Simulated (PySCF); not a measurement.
A structure optimised at B3LYP-D3(BJ)/def2-TZVP, used in a PySCF frequency run:

```xyz
4

Al     0.0000     0.0000     1.0735
H      0.0000    -1.3914     1.7993
H      0.0000     1.3914     1.7993
Cl     0.0000     0.0000    -1.0326
```
Charge 0, spin multiplicity 1.

Write its SMILES, formula and point group.

[AlH2][Cl], AlClH₂, C2v

What are its rotational constants (standard atomic weights)?

129.49, 6.7237, 6.3918 GHz
